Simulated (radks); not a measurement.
The numbers below are computed, except where a source is named.
Problem. Ionisation of Ca, [Ar] 4s2, to Ca+, [Ar] 4s1, under several functionals. Scalar-relativistic Kohn-Sham, spin-polarised, spherical densities, finite nucleus; open shells are filled with parallel spins first; a radial shooting solver on a logarithmic mesh with Libxc functionals. Known Delta-SCF values: LDA (Slater exchange, Perdew-Wang correlation) 6.241 eV. What does BLYP give, and what is its highest occupied eigenvalue?

Solution. 6.077 eV by Delta-SCF; the 4s eigenvalue is -3.614 eV. NIST: 6.113 eV (measured).
